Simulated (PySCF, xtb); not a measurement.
F3GeHS, SMILES [F][Ge]([F])([F])[SH].

GFN2-xTB in xtb at its own geometry gives an orbital gap of 4.15 eV and a dipole moment of 3.68 D.

The structure is a stationary point at B3LYP-D3(BJ)/def2-SVP. This is a generated structure with no PubChem entry under its InChIKey; it may be hypothetical. One conformer was computed; it need not be the lowest.

Question: What does PySCF with PBE/def2-TZVP give? (Estimate from the structure and the level; the computed values follow.)

Answer: gap 4.83 eV (levels -7.54 and -2.70 eV), dipole 2.48 D.
